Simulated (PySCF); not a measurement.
**Ionisation energy of As by level of theory**

As [Ar] 3d10 4s2 4p3 (4S) → As⁺ [Ar] 3d10 4s2 4p2 (3P), as a difference of total energies. Computed with PySCF 2.14 in aug-cc-pwCVDZ-PP with ECP10MDF, with scalar relativity through the core potential. Correlated levels: valence: 3s2 3p6 3d10 frozen; valence and next inner shell: nothing frozen outside the core potential. The calculations carry no spin-orbit coupling.

```tsv
method	ionisation energy (eV)	error (eV)
UHF	9.425	-0.583
LDA	9.994	-0.014
PBE	9.852	-0.156
PBE0	9.921	-0.087
r2SCAN	10.082	+0.074
TPSS	9.868	-0.140
PW91	9.899	-0.109
wB97M-V	9.723	-0.285
r2SCAN0	10.084	+0.076
MP2 (valence)	9.814	-0.194
SCS-MP2 (valence)	9.677	-0.331
MP2 (valence and next inner shell)	9.889	-0.119
SCS-MP2 (valence and next inner shell)	9.725	-0.283
```

Reference: 10.008 eV (measured; NIST levels, between the centres of gravity of the two terms).

Errors of the correlated levels include the incompleteness of this basis and the frozen core.
